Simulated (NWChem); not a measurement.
Species: C2H5Al; SMILES C=[CH][AlH2]

```xyz
8

Al     0.0758     1.1821     0.0000
H      1.6524     1.4065     0.0000
H     -0.9281     2.4162     0.0000
C     -0.5598    -0.6569     0.0000
C      0.3130    -1.6798     0.0000
H     -1.6269    -0.9220     0.0000
H     -0.0012    -2.7322     0.0000
H      1.3988    -1.5161     0.0000
```
Atoms are numbered in this order, from 1.

All runs: NWChem. Pople sets run with spherical d functions. Structure relaxed at the PBE0/def2-SVP level. Level B3LYP/6-31G*: energy and gradient on several grids; changes count from the extra-fine grid, which is no exact limit either.

Problem. Which is the coarsest grid (fine; coarse; medium; xfine; xcoarse) from which on the energy stays within 500 μHa and each gradient component within 500 μHa/bohr of xfine?

Solution. coarse.
```csv
grid,size of the energy change (μHa),largest change of a gradient component (μHa/bohr)
xcoarse,40,2000
coarse,10,300
medium,< 10,< 30
fine,< 10,< 30
xfine,< 10,< 30
```
